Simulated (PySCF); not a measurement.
Saddle point of SnH₆O, singlet (SnH₄ + H₂O → SnH₄O ([OH][SnH3]) + H₂; bonds formed: Sn1–O7, H2–H6; bonds broken: Sn1–H2, H6–O7), PBE0-D4/def2-TZVP structure:

```csv
atom,x (Å),y (Å),z (Å)
Sn1,-0.6332,0.1365,-0.5182
H2,-0.0976,0.7949,1.4050
H3,-0.2201,-0.8172,-1.8902
H4,-2.1408,-0.3757,0.0771
H5,-0.5104,1.7714,-0.9896
H6,0.6569,0.0771,1.2276
O7,1.0256,-0.8072,0.5252
H8,1.9196,-0.7796,0.1631
```

Energies are electronic, without zero-point energy. Barriers and step energies count from the start structure reached by relaxing down the imaginary mode; all methods use the PBE0-D4 structures, on which another method's saddle can fall below an end. PySCF 2.14 with density fitting (its default auxiliary sets; JK sets also for MP2 and CCSD(T)); basis: def2-TZVPP, with def2-QZVPP for the basis limit; cores frozen in the correlated methods. Filled d shells of the heavier atoms are correlated. Core potentials replace the inner electrons of the atoms past krypton. The def2 sets are not built for correlating such inner shells, so the correlated values are less sure here. B3LYP uses VWN-RPA correlation. Extrapolation: Hartree–Fock as exp(−7.88 √X), correlation as X^−2.97.

```json
{"method": "SPW92", "barrier (kJ/mol)": "113.7", "step energy (kJ/mol)": "27.0"}
{"method": "PBE-D4", "barrier (kJ/mol)": "135.1", "step energy (kJ/mol)": "13.5"}
{"method": "r2SCAN-D4", "barrier (kJ/mol)": "144.8", "step energy (kJ/mol)": "11.4"}
{"method": "PBE0-D4", "barrier (kJ/mol)": "?", "step energy (kJ/mol)": "20.8"}
{"method": "B3LYP-D4", "barrier (kJ/mol)": "157.7", "step energy (kJ/mol)": "12.2"}
{"method": "BHLYP-D4", "barrier (kJ/mol)": "?", "step energy (kJ/mol)": "18.4"}
{"method": "wB97M-V", "barrier (kJ/mol)": "164.6", "step energy (kJ/mol)": "17.8"}
{"method": "HF", "barrier (kJ/mol)": "220.7", "step energy (kJ/mol)": "23.0"}
{"method": "MP2", "barrier (kJ/mol)": "?", "step energy (kJ/mol)": "11.3"}
{"method": "CCSD", "barrier (kJ/mol)": "183.7", "step energy (kJ/mol)": "21.1"}
{"method": "CCSD(T)", "barrier (kJ/mol)": "173.5", "step energy (kJ/mol)": "17.7"}
```

Q: Fill in the withheld barriers. (To be estimated.)

A: Computed: MP2 169.2; PBE0-D4 154.3; BHLYP-D4 177.7 kJ/mol. Each is the energy of the saddle less that of the start structure, by the same method.

For comparison, the barrier by CCSD(T) at an estimated basis limit (MP2 extrapolated from triple and quadruple zeta, plus CCSD(T) − MP2 in triple zeta) is 163.6 kJ/mol.

The T1 diagnostic stays at or below 0.015.

Labels in which every atom is bracketed show which atoms are joined, not bond orders.

For scale, one of the runs: CCSD(T)/def2-TZVPP, 165 basis functions, launched by `OMP_NUM_THREADS=4 python run.py`. The run took 5 min on 4 CPU threads of an Intel Xeon (shared host), with 1.7 GiB of host memory at its peak.
